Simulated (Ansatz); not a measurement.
A made-up structure of SiH3SeO (charge -1), singlet:

```
6
angstrom
O -0.8461 -0.0559 1.4193
Se 0.5998 -1.6154 0.3469
Si -0.4296 0.3083 -0.2620
H -1.6729 -0.0247 -1.0395
H 0.3798 1.2250 -1.1361
H -0.8673 1.1931 0.8717
```

It is relaxed with PBE-D4/def2-SVPD and then PBE0-D4/def2-TZVPD (Ansatz 0.2.0). Atoms count as bonded within 1.22 times the sum of their covalent radii (H–H: 0.88 Å). The end point is not checked to be a true minimum.

(1) Does its bonding change? (Judge from chemistry; the calculation decides.)

Answers

(1) The calculation gives: Yes. Formed: O1–H6; broken: Si3–H6.

Where it ends: The first stage lowers the energy by 4.51 eV in 30 steps. It ends as SiH₃SeO ([OH][SiH2][Se]), total charge -1:
```xyz
6
angstrom
O -1.0657 1.0239 0.9086
Se 0.8223 -1.5306 0.3445
Si -0.4429 0.1037 -0.3623
H -1.6548 -0.3105 -1.1557
H 0.2350 1.1086 -1.2570
H -0.7301 0.6353 1.7222
```

Labels in which every atom is bracketed show which atoms are joined, not bond orders.

For scale, one of the runs: PBE0-D4/def2-TZVPD relaxation, 167 basis functions, launched by `ansatz run in.yaml --threads 2 --pin off --events-out ev --progress --plain --max-ram 4352MiB`. The run took about 34 s on 2 CPU threads of an Arm Neoverse V2 (shared host).
